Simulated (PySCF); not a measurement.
Computed IR spectrum (relative IR intensity) of a molecule CH8FNSi2. Geometry optimised at PBE0-D3(BJ)/def2-SVP. One conformer was computed; it need not be the lowest. Calculation: PBE0-D3(BJ)/def2-SVP in PySCF. Frequencies are harmonic and unscaled.

Lines under 2 % of the strongest are left out, and lines within 2 cm⁻¹ are merged.

| ν (cm⁻¹) | relative intensity |
|---|---|
| 169 | 3.5 |
| 242 | 2.2 |
| 277 | 5.0 |
| 419 | 55 |
| 647 | 8.2 |
| 703 | 23 |
| 741 | 12 |
| 773 | 12 |
| 807 | 20 |
| 841 | 7.8 |
| 858 | 36 |
| 866 | 8.4 |
| 909 | 80 |
| 958 | 16 |
| 981 | 50 |
| 1073 | 100 |
| 1377 | 2.0 |
| 1548 | 13 |
| 2177 | 44 |
| 2223 | 25 |
| 2250 | 35 |
| 2256 | 40 |
| 3603 | 8.9 |
| 3700 | 9.3 |

Problem. Which structure fits?
A. C[Si@H](N)[SiH2]F
B. F[SiH2]CN[SiH3]
C. FC[SiH2]N[SiH3]
D. N[SiH2]C[SiH2]F

Solution. D, N[SiH2]C[SiH2]F
